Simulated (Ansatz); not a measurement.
Molecule: GeH$_{4}$, charge -1, multiplicity 2. 
Geometry from a B3LYP-D3(BJ)/def2-TZVP (Ansatz, an electronic-structure program) optimisation:
```
Ge
H 1 1.5910
H 1 1.5910 2 99.01
H 1 1.7582 2 94.43 3 95.21
H 1 1.7582 2 94.43 3 -95.21
```
Charge -1, spin multiplicity 2.

Basis-set convergence of Hartree-Fock and CCSD correlation energies (hartree) with Ansatz. Correlated levels leave the core frozen unless marked. UHF or UKS for open shells. Spin-orbit coupling is left out. The frozen core is the preceding noble-gas configuration, with the filled d and f shells of earlier blocks. No relativistic terms. This anion needs diffuse functions, which these sets lack.

```
basis       functions        E(HF)  E(corr, CCSD)
----------  ---------  -----------  -------------
def2-SVP           52  -2077.32917       -0.15355
def2-TZVPP        104  -2077.59928       -0.18603
def2-QZVPP        209            ?              ?
```

Problem. Some entries are withheld; supply them.

Solution. 
- def2-QZVPP, E(HF): -2077.64443
- def2-QZVPP, E(corr, CCSD): -0.19473
